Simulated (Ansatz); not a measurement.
`F[CH](F)[GaH2]` → `F[C]F` + `[GaH3]` at 298.15 K and 1 bar (formal loss of a carbene).

Program: Ansatz. Geometries: PBE0-D4/def2-TZVP. ΔE: electronic, gas phase. CCSD(T)/CBS adds triple-zeta CCSD(T) − MP2 to the extrapolated MP2 energy (def2 sets, frozen cores). This one scheme is used for every species. For Ga outer-core shells are correlated without core-valence functions, which leaves a few kJ/mol of doubt a bond. Scalar relativity is left out up to krypton.

```tsv
species	CCSD(T)/CBS energy (Eh)	H − E (kJ/mol)	S (J/(mol·K))
`F[CH](F)[GaH2]`	-2163.33500	108.7	333.1
`F[C]F`	-237.54028	28.9	240.6
`[GaH3]`	-1925.70545	59.6	218.4
```

H − E and S are ideal-gas, rigid-rotor, harmonic terms from PBE0-D4/def2-TZVP, for one conformer and one mirror image of each species. 1 Eh = 2625.50 kJ/mol, R = 8.31446 J/(mol·K).

Task: By hand: ΔE, ΔH, ΔS and ΔG.

Result: ΔE = (-237.54028) + (-1925.70545) − (-2163.33500) = 0.08927 Eh = 234.4 kJ/mol. Δ(H − E) = 28.9 + 59.6 − 108.7 = -20.2, so ΔH = 214.2 kJ/mol. ΔS = 240.6 + 218.4 − 333.1 = 125.9 J/(mol·K). ΔG = 214.2 − 298.15 × (125.9)/1000 = 176.7 kJ/mol.

Task: By hand: the equilibrium constant, and the temperature at which ΔG would vanish if ΔH and ΔS stayed fixed.

Result: log₁₀ K = −ΔG/(RT ln 10) = -31.0. ΔG = 0 at ΔH/ΔS = 1701 K.

The number of gas molecules changes by +1, which sets the sign of ΔS. A doubt of 5 kJ/mol in ΔE shifts log₁₀ K by 0.9 here. Other conformers and mirror images would add mixing entropy, several J/(mol·K) or more a flexible species. Modes under 60 cm⁻¹, often nearly free rotors, make the harmonic entropy too high. These are equilibria of isolated gas molecules and say nothing of rates. Largest T1 diagnostic: 0.017 (customary marks: 0.02 for closed shells, 0.045 for open ones).
